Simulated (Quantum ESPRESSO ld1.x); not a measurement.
The numbers below are computed, except where a source is named.
Problem. The mean radii <r> (bohr) of the occupied orbitals of an atom or ion are listed with their occupations. Level of theory: Dirac Kohn-Sham, BLYP, spin-unpolarised, spherical densities, point nucleus (ld1.x of Quantum ESPRESSO 7.5).

| orbital | occ. | <r> |
|---|---|---|
| 1s1/2 | 2 | 0.01631 |
| 2s1/2 | 2 | 0.06804 |
| 2p1/2 | 2 | 0.05588 |
| 2p3/2 | 4 | 0.06468 |
| 3s1/2 | 2 | 0.1770 |
| 3p1/2 | 2 | 0.1674 |
| 3p3/2 | 4 | 0.1835 |
| 3d3/2 | 4 | 0.1595 |
| 3d5/2 | 6 | 0.1644 |
| 4s1/2 | 2 | 0.3914 |
| 4p1/2 | 2 | 0.3931 |
| 4p3/2 | 4 | 0.4275 |
| 4d3/2 | 4 | 0.4333 |
| 4d5/2 | 6 | 0.4444 |
| 5s1/2 | 2 | 0.8750 |
| 4f5/2 | 6 | 0.4642 |
| 4f7/2 | 8 | 0.4707 |
| 5p1/2 | 2 | 0.9364 |
| 5p3/2 | 4 | 1.027 |
| 5d3/2 | 4 | 1.279 |
| 5d5/2 | 5 | 1.319 |

Name the element and its charge. Open shells, if any, fill j = l - 1/2 first.

Solution. Z = 81, thallium, charge +4: Tl4+ in [Xe] 4f14 5d9. The 1s radius gives Z: for a bare nucleus <r> = (2 gamma + 1)/(2Z) with gamma = sqrt(1 - (Z/c)^2), 0.01613 bohr for Z = 81, and screening makes it slightly larger (0.01631 here). The occupations add up to 77, and the charge is Z minus that.
